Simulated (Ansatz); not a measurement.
`[NH2][Ge]([OH])([F])[Cl]` + HCl → `[OH][Ge]([F])([Cl])[Cl]` + NH₃ at 700 K and 1 bar (ligand exchange at a Ge–N bond).

Computed with Ansatz on PBE0-D4/def2-TZVP structures; ΔE is electronic, products minus reactants. CCSD(T)/CBS is the MP2 limit (def2-TZVPP, def2-QZVPP) plus CCSD(T) − MP2 in def2-TZVPP, frozen cores. This one scheme is used for every species. For Ge outer-core shells are correlated without core-valence functions, which leaves a few kJ/mol of doubt a bond. Scalar relativity is left out up to krypton. Each species was taken in one conformer, which may not be the lowest.

```tsv
species	CCSD(T)/CBS energy (Eh)	H − E (kJ/mol)	S (J/(mol·K))
`[NH2][Ge]([OH])([F])[Cl]`	-2767.50198	189.9	469.5
HCl	-460.38127	38.4	211.8
`[OH][Ge]([F])([Cl])[Cl]`	-3171.38906	115.7	454.5
NH₃	-56.50880	116.9	226.5
```

H − E and S are ideal-gas, rigid-rotor, harmonic terms from PBE0-D4/def2-TZVP, for one conformer and one mirror image of each species. 1 Eh = 2625.50 kJ/mol, R = 8.31446 J/(mol·K).

Q: By hand: ΔE, ΔH, ΔS and ΔG.

A: ΔE = (-3171.38906) + (-56.50880) − (-2767.50198) − (-460.38127) = -0.01461 Eh = -38.4 kJ/mol. Δ(H − E) = 115.7 + 116.9 − 189.9 − 38.4 = 4.3, so ΔH = -34.1 kJ/mol. ΔS = 454.5 + 226.5 − 469.5 − 211.8 = -0.3 J/(mol·K). ΔG = -34.1 − 700 × (-0.3)/1000 = -33.9 kJ/mol.

Q: By hand: the equilibrium constant, and the temperature at which ΔG would vanish if ΔH and ΔS stayed fixed.

A: log₁₀ K = −ΔG/(RT ln 10) = 2.5. ΔG = 0 at ΔH/ΔS = 113667 K, far beyond where these terms or the molecules hold.

The number of gas molecules stays the same, so ΔS is small and ΔH decides. A doubt of 5 kJ/mol in ΔE shifts log₁₀ K by 0.4 here. Other conformers and mirror images would add mixing entropy, several J/(mol·K) or more a flexible species. These are equilibria of isolated gas molecules and say nothing of rates. Largest T1 diagnostic: 0.011 (customary marks: 0.02 for closed shells, 0.045 for open ones).
